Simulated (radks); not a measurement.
The numbers below are computed, except where a source is named.
All-electron atom: Sb30+ in [Ar] 3d3. Code: a radial shooting solver on a logarithmic mesh with Libxc functionals. Model: scalar-relativistic Kohn-Sham, PBE, spin-polarised, spherical densities, finite nucleus; open shells are filled with parallel spins first (spin-orbit coupling, left out, can overturn this in heavy ions); Fermi nuclear charge, rms radius 4.6802 fm. Some entries of the table are withheld. Estimate them.

orbital,occ.,eigenvalue (hartree),<r^2> (bohr^2)
1s up,1,-1165.078,0.001094
1s down,1,-1165.075,0.001094
2s up,1,-220.0609,0.01749
2s down,1,-219.6910,0.01745
2p up,3,-203.0048,0.01379
2p down,3,-202.7270,0.01375
3s up,1,-76.74443,0.1081
3s down,1,-76.33289,0.1086
3p up,3,-71.26852,0.1047
3p down,3,-70.83974,0.1053
3d up,3,-63.91981,(1)
3d down,0,-63.38458,(2)
4s up,0,(3),0.4077
4s down,0,(4),0.4097
4p up,0,-35.87181,(5)
4p down,0,-35.72704,(6)

Answer. 
(1) 3d up <r^2> (bohr^2): 0.08445
(2) 3d down <r^2> (bohr^2): 0.08515
(3) 4s up eigenvalue (hartree): -38.04134
(4) 4s down eigenvalue (hartree): -37.89892
(5) 4p up <r^2> (bohr^2): 0.4171
(6) 4p down <r^2> (bohr^2): 0.4194
